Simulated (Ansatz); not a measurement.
A run for Ansatz (an electronic-structure program): U-B3LYP/cc-pVTZ on CH6GaN (SMILES C[NH][GaH2]), a point of a bond scan (R = 1.110 Å).

Ansatz 0.2 input:
```yaml
crystal:
  periodic: [false, false, false]
  atoms:
    - {symbol: Ga, position_ang: [-0.38552085, 0.59219483, 0.38547984]}
    - {symbol: H, position_ang: [-0.35620831, 1.04055650, 1.88089773]}
    - {symbol: H, position_ang: [-1.21326902, 1.21780911, -0.78284021]}
    - {symbol: N, position_ang: [0.66953217, -0.82999472, -0.05613421]}
    - {symbol: C, position_ang: [0.83297337, -1.44977301, -1.35901371]}
    - {symbol: H, position_ang: [1.27985815, -1.31425125, 0.73432038]}
    - {symbol: H, position_ang: [0.53149662, -2.50342095, -1.35711350]}
    - {symbol: H, position_ang: [1.86866607, -1.40063125, -1.71396656]}
    - {symbol: H, position_ang: [0.21152158, -0.93352423, -2.09229175]}
basis:
  gaussian:
    orbitals: cc-pVTZ
hamiltonian:
  xc: {name: B3LYP}
magnetization: {spin_polarized: true, initial_magnetization: 0}
```

The log:

```
WARN ansatz: RAYON_NUM_THREADS=1 ignored (pool sized by the plan → 1); use --threads N
Functional definition: B3LYP
integrals: 0.09 GiB planned
1091 factors; their error is unknown
mean field: 1.17 GiB planned
mean field evaluation 1: about -54996.4198 eV, gradient 4.8e1 eV
mean field evaluation 2: about -54954.6325 eV, gradient 9.4e1 eV
mean field evaluation 4: about -55005.8513 eV, gradient 6.8e0 eV
mean field evaluation 8: about -55006.0379 eV, gradient 1.8e-1 eV
mean field evaluation 16: about -55006.1862 eV, gradient 5.1e-5 eV
mean field -55006.18618977 eV, -2021.4400579418 hartree, gradient 5.1e-5 eV, S^2 0.000000; 0 other end points of the search recorded, 0 dependent functions left out
reference -55006.18645999 eV, -2021.4400678723 hartree; 25, 25 occupied and 162, 162 virtual orbitals, 1091 factors
Total energy: -55006.18645999 eV, -2021.4400678723 hartree
```

Self-consistency was reached.

Cost: very roughly 6 core-seconds.
